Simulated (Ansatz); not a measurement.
Start from `[F][Zn][Cl]` and change one element to get `[F][Mg][Cl]`.

Ansatz, PBE0-D4/def2-TZVP geometries, multiplicity 1. 

Scalar relativity is left out up to krypton.

```
                                                                                  property  `[F][Zn][Cl]`
                                                         LUMO energy (PBE/def2-TZVPP) / eV          -2.75
                                                        LUMO energy (PBE0/def2-TZVPP) / eV          -1.79
                                            zero-point energy (PBE0-D4/def2-TZVP) / kJ/mol            8.3
                                                     HOMO energy (ωB97M-V/def2-TZVPP) / eV         -11.72
                                                      HOMO–LUMO gap (PBE0/def2-TZVPP) / eV           7.64
ideal-gas entropy at 298 K and 1 bar (rigid rotor, harmonic PBE0-D4/def2-TZVP) / J/(mol·K)            271
```

**Question.** What does the change do to each property? (Estimate.)

**Answer.** Computed: 
| property | `[F][Mg][Cl]` | shift |
| --- | --- | --- |
| LUMO energy (PBE/def2-TZVPP) / eV | -2.53 | 0.22 |
| LUMO energy (PBE0/def2-TZVPP) / eV | -1.79 | 0.00 |
| zero-point energy (PBE0-D4/def2-TZVP) / kJ/mol | 8.8 | 0.5 |
| HOMO energy (ωB97M-V/def2-TZVPP) / eV | -11.35 | 0.37 |
| HOMO–LUMO gap (PBE0/def2-TZVPP) / eV | 7.26 | -0.38 |
| ideal-gas entropy at 298 K and 1 bar (rigid rotor, harmonic PBE0-D4/def2-TZVP) / J/(mol·K) | 265 | -6 |
